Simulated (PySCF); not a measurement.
Atoms are numbered as in `[F:1][C:2]([F:3])([F:4])/[P:5]=[P:6]/[CH2:7][SiH3:8]`. Each H is labelled by its parent atom.

GIAO PBE0/pcSseg-1 shifts (PySCF 2.14.0 with density-fitted response routines, gas phase, non-relativistic, equivalent atoms averaged), each against references optimised in the same way as the molecule (CFCl3, TMS, H3PO4).

On the GFN2-xTB geometry: F1/F3/F4 -54.3, C2 141.6, C7 25.2, P6 711.9, P5 561.6, Si8 -62.8, H(Si8) 4.12, H(C7) 2.95 ppm.

Task: What changes on the PBE0-D3(BJ)/def2-SVP geometry?

Result: 
```
   atoms  δ (ppm)  change
F1/F3/F4    -57.5    -3.2
      C2    136.7    -4.9
      C7     20.7    -4.5
      P6    662.9   -49.0
      P5    572.6   +11.0
     Si8    -61.3    +1.5
  H(Si8)     4.08   -0.04
   H(C7)     2.75   -0.20
```

Unscaled 19F shifts against computed CFCl3 carry errors that often reach 10 to 50 ppm.

Bonds between heavy atoms that differ most (equivalent bonds averaged): C2–P5 1.883 → 1.906 Å, C7–Si8 1.922 → 1.900 Å, P6–C7 1.839 → 1.851 Å, F1–C2 1.343 → 1.335 Å, P5–P6 2.032 → 2.028 Å. Mean change of bonds to hydrogen: C–H +0.013 Å, Si–H +0.031 Å. The two structures also differ in conformation, which adds to the changes.
